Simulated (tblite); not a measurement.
Species: C6H3F2O (doublet state).
Atom-mapped SMILES: `[O:1][c:2]1[cH:3][c:4]([F:5])[cH:6][cH:7][c:8]1[F:9]` (hydrogens: H10 on C3; H11 on C6; H12 on C7)

The geometry is computed with GFN2-xTB (gas phase). This method treats the open shell by occupation alone, without spin polarisation.

(1) Give the optimised bond lengths and angles.

## Answers

(1) 
```tsv
bond	length (Å)	order
O1–C2	1.228	single
C2–C3	1.451	aromatic
C3–C4	1.363	aromatic
C4–F5	1.343	single
C4–C6	1.403	aromatic
C6–C7	1.389	aromatic
C7–C8	1.373	aromatic
C8–F9	1.331	single
C2–C8	1.467	aromatic
C3–H10	1.079	single
C6–H11	1.078	single
C7–H12	1.079	single
```

Orders are formal, as drawn. A selection of angles:
```tsv
angle	degrees
O1–C2–C3	123.3
O1–C2–C8	122.5
C3–C2–C8	114.1
C2–C3–C4	120.7
C3–C4–F5	119.6
C3–C4–C6	123.0
F5–C4–C6	117.4
C4–C6–C7	119.1
C6–C7–C8	119.7
C7–C8–F9	119.4
C2–C8–C7	123.3
C2–C8–F9	117.3
```

C7 (carbon bonded to 2 C and H) is planar (angles 120.7°, 119.7° and 119.6°, sum 360.0°, 0.00 Å off the plane of its three neighbours). C2 (carbon bonded to 2 C and O) is planar (angles 123.3°, 122.5° and 114.1°, sum 360.0°, 0.00 Å off the plane of its three neighbours). The 9 heavy atoms lie in one plane (0.001 Å rms). C8 (carbon bonded to 2 C and F) is planar (angles 123.3°, 119.4° and 117.3°, sum 360.0°, 0.00 Å off the plane of its three neighbours). C6 (carbon bonded to 2 C and H) is planar (angles 121.3°, 119.6° and 119.1°, sum 360.0°, 0.00 Å off the plane of its three neighbours). The 6-membered ring C2–C3–C4–C6–C7–C8 has internal angles of 114.1° to 123.3° (sum 720°, against 720° for a flat polygon); it is planar, 0.00 Å rms from its mean plane, widest ring torsion 0°. C4 (carbon bonded to 2 C and F) is planar (angles 123.0°, 119.6° and 117.4°, sum 360.0°, 0.00 Å off the plane of its three neighbours).

Point group: Cs (tolerance 0.08 Å). Its GFN2-xTB frequencies are all real (lowest 112 cm⁻¹).
